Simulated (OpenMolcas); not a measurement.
Lines of O2+: computed and rescaled rates

```
Program             : OpenMolcas
Method              : MS-CASPT2, IPEA 0.25 Eh, imaginary shift 0.1 Eh (closed shells correlated: 1s)
Basis               : ANO-RCC-VQZP [5s4p3d2f1g]
Scalar Hamiltonian  : DKH2, point nucleus
Active space        : 4 electrons in 8 orbitals (2s 2p 3s 3p)
State averaging     : 2S+1 = 3 even, 3 roots; 2S+1 = 1 even, 11 roots; 2S+1 = 5 odd, 1 root; 2S+1 = 3 odd, 9 roots; 2S+1 = 1 odd, 8 roots
Spin-orbit coupling : RASSI with atomic mean-field integrals over the reference wave functions, term energies averaged over their components
```

Rates come from the transition moments of the reference wave functions (E1 and E2 in the length form). At fixed line strength A goes as λ^-3 for E1 and M1 and as λ^-5 for E2, so a rate at the computed wavelength can be rescaled to the measured one. Measured vacuum wavelengths follow from level energies in Moore, Selected Tables of Atomic Spectra, NSRDS-NBS 3, section 11. Branching counts decays inside the model space alone, at computed energies, and the table is only a selection of the E1 lines, drawn from those between levels with measured partners whose computed energy lies within a factor of 1.5 of the measured one.

```tsv
Upper	Lower	Type	λ computed (nm)	λ measured (nm)	A computed (s-1)	A rescaled (s-1)	Branching %
2s 2p3 5S* 2	2s2 2p2 3P1	E1	171.3	166.1	2.91e+02		25.4
2s 2p3 1D* 2	2s2 2p2 1D2	E1	59.63	59.96	7.25e+09	7.13e+09	100.0
2s 2p3 1P* 1	2s2 2p2 1S0	E1	59.52	59.78	2.07e+09	2.04e+09	16.2
2s 2p3 1P* 1	2s2 2p2 1D2	E1	52.54	52.58	1.07e+10	1.07e+10	83.8
2s 2p3 3S* 1	2s2 2p2 3P1	E1	50.67	50.77	5.03e+09	5.00e+09	33.3
2s 2p3 3S* 1	2s2 2p2 3P0	E1	50.64	50.74	1.68e+09	1.67e+09	11.1
```

Spin-changing lines and M1 lines between different terms are not rescaled, since their strength hangs on the term gaps too.

The largest correction is for 2s 2p3 1D* 2 → 2s2 2p2 1D2 (E1): 7.25e+09 × (59.63 / 59.96)^3 = 7.13e+09 s-1, a factor of 0.98.

The computed rate and branching of 2s 2p3 1D* 2 → 2s2 2p2 1D2 give the upper level a radiative lifetime of 1.000 / 7.25e+09 s-1 = 1.38e-10 s, counting decays inside the model space alone. The rescaled rate gives about 1.4e-10 s.

No measured rate stands beside these. Rescaling mends the energy factor alone: line strengths can still be far off where a level mixes with configurations outside the active space, and weak or spin-changing lines hang on small mixing coefficients that depend on the term gaps too, so rescaling need not improve them.

CASPT2 breaks the degeneracy within a term, and the mean is taken; among the terms shown or strongly mixed into the levels shown the widest spread is 54 cm-1 (2s 2p3 1D*). Active for correlation alone: 3p 3s; no level in the range computed is led by a configuration that fills them, so any true level of that kind is missing. Measured partners are found by configuration, term and J. A level has none where our copy of the source lacks it or the pairing is in doubt (some pairs that miss far off the trend of their configuration count as doubtful). Only configurations of the active space appear.

* marks odd parity.
